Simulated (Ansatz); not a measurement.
Species: [Y(Cl)3] (charge 0, multiplicity 1).

**Question.** Give a relaxed geometry from r2SCAN-D4/def2-SVP run with Ansatz (a program for electronic structure).

**Answer.** the end point of this relaxation.
Z-matrix (Å, degrees):
```
Y
Cl 1 2.4432
Cl 1 2.4432 2 119.99
Cl 1 2.4432 2 119.99 3 179.94
```
